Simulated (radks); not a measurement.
Kinetic energies: the exact non-interacting value of the Kohn-Sham orbitals and orbital-free approximations, as 100 (|E| - |E exact|)/|E exact|, negative where the magnitude is too small. Species: B2+ [He] 2s1; S4+ [Ne] 3s2; In3+ [Kr] 4d10. All-electron calculation, non-relativistic Kohn-Sham, PBE, spin-polarised, spherical densities, point nucleus. Program: a radial shooting solver on a logarithmic mesh with Libxc functionals. Every spin shell is full or empty, so the densities are truly spherical. Functionals are evaluated on that one density, not self-consistently.

functional,B2+,S4+,In3+
exact (hartree),23.3362,393.280,5737.96
Thomas-Fermi,-9.97,-7.33,-5.32
von Weizsacker,-4.96,-38.33,-58.15
TF + vW,+85.07,+54.34,+36.53
TF + vW/9,+0.59,-0.47,-0.67
TF + vW/5,+9.04,+5.01,+3.05
LC94,+0.39,+0.21,+0.08
Pearson,-3.94,-1.58,-0.92
LKT,+56.23,+31.28,+19.36
PG1,+48.86,+25.39,+15.22
DePristo-Kress,-0.12,+0.09,-0.08
Ernzerhof,+3.37,+0.18,-0.38
